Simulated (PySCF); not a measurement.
Geometry:
```
atom   x (Å)   y (Å)   z (Å)
 Si1   0.271  -0.005   0.167
  H2   0.400   0.235   1.642
  H3   1.664  -0.247  -0.335
  N4  -0.417   1.275  -0.781
  C5   0.157   2.545  -1.196
  C6   1.608   2.391  -1.627
  C7   0.012   3.625  -0.126
  H8  -1.423   1.339  -0.651
  H9  -0.407   2.882  -2.087
 H10   2.257   2.134  -0.774
 H11   1.981   3.333  -2.055
 H12   1.712   1.598  -2.381
 H13   0.585   3.355   0.776
 H14   0.376   4.602  -0.484
 H15  -1.042   3.746   0.171
 N16  -0.876  -1.288  -0.058
 C17  -1.015  -2.551   0.650
 C18  -0.822  -2.380   2.149
 C19  -0.089  -3.632   0.094
 H20  -1.172  -1.365  -1.028
 H21  -2.056  -2.895   0.499
 H22   0.218  -2.115   2.396
 H23  -1.057  -3.319   2.673
 H24  -1.476  -1.588   2.543
 H25   0.966  -3.353   0.251
 H26  -0.263  -4.605   0.581
 H27  -0.243  -3.764  -0.988
```

Calculated, not measured (PySCF 2.14): shielding tensors at KT2/pcSseg-1 (GIAO), coordinates at the PBE0-D3(BJ)/def2-SVP level. No relativistic terms, averaged over atoms made equivalent by symmetry, fast rotation or ring inversion, a single conformation, no solvent model.

Chemical shifts δ = σref − σ; TMS for 13C, 1H, 29Si; NH3 for 15N, all at this level.

```csv
atoms,nucleus,count,δ (ppm)
H9/H21,1H,2,?
N4/N16,15N,2,59.7
C5/C17,13C,2,50.4
H10/H11/H12/H13/H14/H15/H22/H23/H24/H25/H26/H27,1H,12,1.19
H8/H20,1H,2,?
C6/C7/C18/C19,13C,4,28.6
H2/H3,1H,2,5.61
Si1,29Si,1,-57.2
```

Estimate the values marked ?.

## Answers


- H9/H21: 3.30 ppm, hydrogen on a carbon bonded to 2 C, N
- H8/H20: 0.12 ppm, hydrogen on a nitrogen bonded to C, Si

OH/NH shifts are gas-phase values; hydrogen bonding in solution moves them, usually downfield. Shifts are as computed. Against solution values, carbons near 30 ppm lie about +2 ppm off and those near 130 ppm about -5 ppm. Of 1211 compounds with measured shifts, 218 miss one by over three times the rms of a fit or turn the order of signals round; such compounds aren't used in these exercises. Experimental scales use liquid or dissolved standards, which lie at an offset from isolated NH3 (liquid NH3: subtract about 20 ppm).
